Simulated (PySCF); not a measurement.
**How methods differ on the excitation energy of Cd**

Cd [Kr] 4d10 5s2 (1S) → Cd [Kr] 4d10 5s1 5p1 (3P), as a difference of total energies. Calculation: PySCF 2.14, in x2c-TZVPPall with one added diffuse shell each of s, p, d, f type (9s7p7d3f1g, 95 functions); the spin-free X2C one-electron Hamiltonian (Gaussian nucleus). Correlated levels: valence and next inner shell: [Ar] 3d10 frozen. The calculations carry no spin-orbit coupling.

| method | excitation energy (eV) |
| --- | --- |
| UHF | 2.498 |
| MP2 (valence and next inner shell) | 3.917 |
| SCS-MP2 (valence and next inner shell) | 3.950 |
| CCSD (valence and next inner shell) | 3.709 |
| CCSD(T) (valence and next inner shell) | 3.830 |

**Question.** How much does correlation contribute at CCSD(T) (valence and next inner shell)?

**Answer.** 3.830 − (2.498) = 1.332 eV, measured against UHF.

Errors of the correlated levels include the incompleteness of this basis and the frozen core.

For comparison: 3.874 eV (measured; NIST levels, between the centres of gravity of the two terms).
